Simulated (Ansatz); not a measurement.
Input file for Ansatz (an electronic-structure program): U-B3LYP/aug-cc-pVTZ on BeF2 (SMILES [F][Be][F]), a point of a bond scan (R = 1.865 Å).

Ansatz 0.2 input:
```yaml
crystal:
  periodic: [false, false, false]
  atoms:
    - {symbol: Be, position_ang: [0.00000000, 0.00000000, 0.00000000]}
    - {symbol: F, position_ang: [-0.00000000, -0.00000000, -1.86457665]}
    - {symbol: F, position_ang: [0.00000000, 0.00000000, 1.38116789]}
basis:
  gaussian:
    orbitals: aug-cc-pVTZ
hamiltonian:
  xc: {name: B3LYP}
magnetization: {spin_polarized: true, initial_magnetization: 0}
```

The head of its log:

```
WARN ansatz: RAYON_NUM_THREADS=1 ignored (pool sized by the plan → 1); use --threads N
Functional definition: B3LYP
integrals: 0.03 GiB planned
598 factors; their error is unknown
mean field: 0.46 GiB planned
mean field evaluation 1: about -5835.2572 eV, gradient 4.1e1 eV
mean field evaluation 2: about -5804.8037 eV, gradient 1.1e2 eV
```

Task: Give the final energy of this run.

Result: -214.6296 hartree.
